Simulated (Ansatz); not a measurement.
Reaction (redistribution): `FB[SiH3]` + `N[SiH2][SiH](F)[SiH3]` → `FB[SiH2][SiH3]` + `N[SiH2][SiH2]F`

Calculated with Ansatz (gas phase, PBE0-D4/def2-TZVP geometries, no zero-point term in ΔE). CBS: MP2 limit from def2 TZ/QZ plus the TZ coupled-cluster correction, frozen cores. One conformer a species, not always the lowest.

| species | CCSD(T)/CBS(def2) energy (Eh) |
| --- | --- |
| `FB[SiH3]` | -416.08982 |
| `N[SiH2][SiH](F)[SiH3]` | -1026.61964 |
| `FB[SiH2][SiH3]` | -706.37300 |
| `N[SiH2][SiH2]F` | -736.34029 |

Q: Work out ΔE.

A: ΔE = (-706.37300) + (-736.34029) − (-416.08982) − (-1026.61964) = -0.00383 Eh = -2.4 kcal/mol.

Largest T1 diagnostic among the species: 0.015.
